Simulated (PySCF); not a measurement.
Bi(F)3 anion (BiF3), SMILES [F][Bi]([F])[F] (connectivity only; charge and spin as stated), charge -1, multiplicity 2.

Coordinates come from a B3LYP-D3(BJ)/def2-SVPD optimisation. The multiplicity is an assumed one; other spin states were not compared. The isomer is the one that the SMILES or the coordinates give; other isomers of the formula were not compared. The def2 effective core potentials stand for the cores of Bi; spin–orbit coupling is left out.

Method: PBE/def2-TZVPD run with PySCF.

 A positive occupied level means that this level leaves the electron formally unbound; only the finite basis holds it.

The total energy is -514.21453 hartree and the point group comes out as D3h. The α spin, highest occupied and lowest empty level is 0.03 and 2.72 eV and the β spin, highest occupied and lowest empty level comes out as -2.28 and 1.13 eV. The dipole moment about the centre of nuclear charge is 0.00 D, the mean static polarisability is 67.5 bohr³ (10.01 Å³) and the polarisability, principal values is 65.3, 68.7, 68.7 bohr³. The ⟨S²⟩ is 0.752 (pure state 0.75).
